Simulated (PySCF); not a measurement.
Partial charges of [Si(OH)6]2-

Compound: [Si(OH)6]2- (charge -2).
Geometry (PBE0-D3(BJ)/def2-SVP, Å), atoms numbered from 1 in this order:
```
atom  x, y, z in Å
Si1    0.0037   -0.0014    0.0012
O2     0.0157   -0.0404    1.8323
H3    -0.0872   -1.0006    1.8708
O4    -0.0082    0.0344   -1.8285
H5     0.0889    0.9948   -1.8711
O6     1.8329   -0.0266    0.0480
H7     1.8683    0.0602    1.0099
O8    -1.8269    0.0229   -0.0426
H9    -1.8661   -0.0853   -1.0019
O10   -0.0293    1.8281   -0.0181
H11   -0.9903    1.8714    0.0738
O12    0.0341   -1.8325    0.0202
H13    0.9949   -1.8771   -0.0718
```

Density: PBE0/pcSseg-1 (PySCF); schemes: Mulliken, IAO, Hirshfeld and ESP-fitted. Whether so highly charged an anion holds all its electrons in the gas phase wasn't checked; a finite basis holds them in any case. The ion is multiply charged and computed without counter-ions or solvent. The pcSseg-1 basis has no diffuse functions, a weakness for an anion. The HOMO energy is positive at this level (+2.61 eV), so the outermost electrons may be held by the finite basis alone.

Problem. Atoms with like bonding are taken together and averaged. Which atoms carry the lowest charge in the Mulliken, IAO, Hirshfeld and ESP-fitted schemes?

Solution. All schemes agree: Mulliken O2 (×6) (-0.721); IAO O2 (×6) (-0.888); Hirshfeld O2 (×6) (-0.452); ESP-fitted O2 (×6) (-1.012).

Problem. For which atoms does the sign change between the 4 schemes (beyond +0.03 e in one, beyond −0.03 e in another)?

Solution. For none.

Problem. Do the Mulliken, IAO, Hirshfeld and ESP-fitted schemes agree on where the charge is highest?

Solution. All schemes agree: Mulliken Si1 (+1.488); IAO Si1 (+1.548); Hirshfeld Si1 (+0.357); ESP-fitted Si1 (+2.234).

Problem. Tabulate the Mulliken, IAO, Hirshfeld and ESP-fitted charges.

Solution. In e; atoms taken as equivalent share a row and are averaged (×n: the atom named and its like, n in all):

```tsv
atom	environment	Mulliken	IAO	Hirshfeld	ESP-fitted
Si1	silicon bonded to 6 O	+1.488	+1.548	+0.357	+2.234
O2 (×6)	oxygen bonded to Si and H	-0.721	-0.888	-0.452	-1.012
H3 (×6)	hydrogen on O2	+0.139	+0.296	+0.059	+0.307
```

Mean size of the charges over all atoms: ESP-fitted 0.781 e, IAO 0.666 e, Mulliken 0.511 e, Hirshfeld 0.263 e. Each set sums to the total charge, -2, to within 0.001 e. The IAO scheme projects the occupied orbitals on a minimal set of polarised atomic orbitals and counts the electrons in each atom's part of it.

Problem. How many electrons does the Hirshfeld scheme count on O8?

Solution. Its own charge is -0.452 e, so Z − q = 8.452.

Problem. Sum the charges by element, for elements with more than one atom.

Solution. 
| element | atoms | Mulliken | IAO | Hirshfeld | ESP-fitted |
| --- | --- | --- | --- | --- | --- |
| O | 6 | -4.323 | -5.326 | -2.711 | -6.074 |
| H | 6 | +0.836 | +1.778 | +0.354 | +1.839 |
